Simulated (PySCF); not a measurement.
The group X on BH2-X is varied. All species are isolated molecules in the gas phase. One relaxed conformer stands for each flexible species; it need not be the lowest. Strings in code marks are SMILES.

Computed with PBE-D3(BJ)/def2-TZVP // M06-2X/def2-TZVP (PySCF). Excitations are Tamm–Dancoff values on a coarser integration grid. The basis has no diffuse functions, so Rydberg states are missing or too high.

A: X = chloro (`ClB`)
B: X = trifluorosilyl (`F[Si](B)(F)F`)
C: X = boryl (`BB`)
D: X = methoxy (`BOC`)
E: X = acetoxy (`C(C)(OB)=O` (B–O–C–O torsion 24°))
F: X = methyl (`BC`)

Which member has the highest LUMO?

D (-1.33 eV); next is F (-2.26 eV).
